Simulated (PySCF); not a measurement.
Start geometry of `C=C(O[SiH3])C1=CC=CS1` from GFN2-xTB (Å):
```
atom  x, y, z in Å
C1     1.2299   -1.0985   -0.9037
C2     0.6631   -0.2362   -0.0271
O3     1.3728    0.5570    0.7904
Si4    3.0207    0.7940    1.0135
C5    -0.7625   -0.0657    0.1499
C6    -1.8240   -0.6530   -0.4680
C7    -3.0539   -0.2034    0.0106
C8    -2.9221    0.7394    0.9843
S9    -1.2991    1.0860    1.3716
H10    2.2727   -1.1628   -0.9970
H11    0.5876   -1.6845   -1.5344
H12    3.6187    1.2854   -0.2052
H13    2.8972    1.7982    2.0631
H14    3.6269   -0.4508    1.4291
H15   -1.7207   -1.4084   -1.2375
H16   -4.0104   -0.5391   -0.3525
H17   -3.7134    1.2543    1.5209
```

Q: What comes out of this run: PBE0-D3(BJ)/def2-SVP geometry optimisation, gas phase (PySCF)?

A: 
```
atom  x, y, z in Å
C1     1.218   -1.305   -1.715
C2     0.631   -0.478   -0.833
O3     1.316    0.326    0.017
Si4    2.985    0.477    0.170
C5    -0.815   -0.329   -0.670
C6    -1.852   -0.977   -1.306
C7    -3.126   -0.543   -0.863
C8    -3.040    0.428    0.104
S9    -1.415    0.816    0.479
H10    2.304   -1.382   -1.795
H11    0.620   -1.927   -2.379
H12    3.583    0.948   -1.114
H13    3.177    1.483    1.245
H14    3.590   -0.833    0.550
H15   -1.700   -1.743   -2.067
H16   -4.071   -0.933   -1.243
H17   -3.855    0.935    0.618
```

The energy falls by 5.3 kcal/mol over 10 energy and gradient evaluations, the largest force component goes from 0.0336 to 8.2e-05 Eh/bohr, and the atoms move by 0.111 Å rms after alignment. Among the bonds, Si4–H12 and Si4–H14 change most and about equally (+0.047 to +0.048 Å). Bonds longer at the end by more than 0.005 Å: 13 of 17; shorter: 2. Among the angles that change most is O3–Si4–H13, from 96.3° to 104.8°. Rotational constants go from 2826, 720.8, 578.1 to 2920, 702.7, 570.3 MHz. The orientation of the end geometry is arbitrary; only internal coordinates are fixed.

The run used 174 basis functions and 69 SCF cycles in all.

No PBE0-D3(BJ)/def2-SVP frequencies stand behind this structure, so it isn't proved a minimum. The numbers are those of one conformer.
